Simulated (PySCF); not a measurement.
```xyz
3
charge 0 multiplicity 1, angstrom
C     0.0000    0.0000    0.0000
Se    1.6885    0.0000    0.0000
Se   -1.6885    0.0000    0.0000
```

Computed with PBE0/[C def2-TZVP, Se def2-TZVP], no relativity, density fitting, PySCF.

This geometry of CSe₂ is a stationary point at this level.

Question: What is the point group?

Answer: D∞h.

Question: Is it a minimum?

Answer: Yes: all harmonic wavenumbers are real.

Question: What are the dipole moment and the gap between the highest occupied and lowest empty levels?

Answer: 0.00 D and 5.03 eV.

Question: Give the atomic charges and bond orders.

Answer: 
```json
{"atom": "C1", "Mulliken": "-0.10", "Löwdin": "-0.78", "polar tensor": "0.66", "Mayer order to C1": "–"}
{"atom": "Se2,3", "Mulliken": "0.05", "Löwdin": "0.39", "polar tensor": "-0.33", "Mayer order to C1": "2.06"}
```
Other Mayer orders above 0.3: Se–Se 0.45.
